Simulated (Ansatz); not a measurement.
Ansatz (a quantum-chemistry and plane-wave program) input (r2SCANh/def2-TZVPD):

Ansatz 0.2 input:
```yaml
crystal:
  periodic: [false, false, false]
  atoms:
    - {symbol: C, position_ang: [1.10126503, -0.42590153, 0.11882443]}
    - {symbol: N, position_ang: [0.05902261, 0.36914836, 0.25462138]}
    - {symbol: C, position_ang: [-1.13701915, 0.20228262, -0.27306636]}
    - {symbol: H, position_ang: [2.03612484, -0.17060416, 0.61036532]}
    - {symbol: H, position_ang: [1.07185192, -1.35069917, -0.47726420]}
    - {symbol: H, position_ang: [-1.39316111, -0.65888258, -0.90885189]}
    - {symbol: H, position_ang: [-1.91344924, 0.93786092, -0.08114727]}
basis:
  gaussian:
    orbitals: def2-TZVPD
hamiltonian:
  xc: {name: r2SCANh}
total_charge: -1
output: {forces: true}
```

End of the output:

```
integrals: 0.04 GiB planned
731 factors; their error is unknown
mean field: 0.51 GiB planned
mean field evaluation 1: about -3624.0884 eV, gradient 3.1e1 eV
mean field evaluation 2: about -3623.0544 eV, gradient 3.6e1 eV
mean field evaluation 4: about -3626.4568 eV, gradient 1.9e0 eV
mean field evaluation 8: about -3626.4669 eV, gradient 3.5e-2 eV
mean field evaluation 16: about -3626.4506 eV, gradient 2.3e-5 eV
mean field -3626.45063837 eV, -133.2696028636 hartree, gradient 2.0e-5 eV, S^2 0.000000; 0 other end points of the search recorded, 0 dependent functions left out
the calculation of the forces begins
reference -3626.45064945 eV, -133.2696032709 hartree; 12, 12 occupied and 135, 135 virtual orbitals, 731 factors
Total energy: -3626.45064945 eV, -133.2696032709 hartree
Atom 0 at     1.101265    -0.425902     0.118824 Å, force    -0.067401     0.038356     0.000511 eV/Å
Atom 1 at     0.059023     0.369148     0.254621 Å, force    -0.002892    -0.018085    -0.012474 eV/Å
Atom 2 at    -1.137019     0.202283    -0.273066 Å, force     0.073350    -0.001146     0.025154 eV/Å
Atom 3 at     2.036125    -0.170604     0.610365 Å, force    -0.030772     0.015144    -0.001266 eV/Å
Atom 4 at     1.071852    -1.350699    -0.477264 Å, force    -0.031605    -0.007629    -0.015983 eV/Å
Atom 5 at    -1.393161    -0.658883    -0.908852 Å, force     0.026556    -0.023952    -0.005800 eV/Å
Atom 6 at    -1.913449     0.937861    -0.081147 Å, force     0.032764    -0.002688     0.009858 eV/Å
Dipole moment:    -0.015078    -0.094302    -0.065045 e Å
```

It need not be the lowest isomer of its formula. Whether it binds its extra electron was not tested at this geometry.
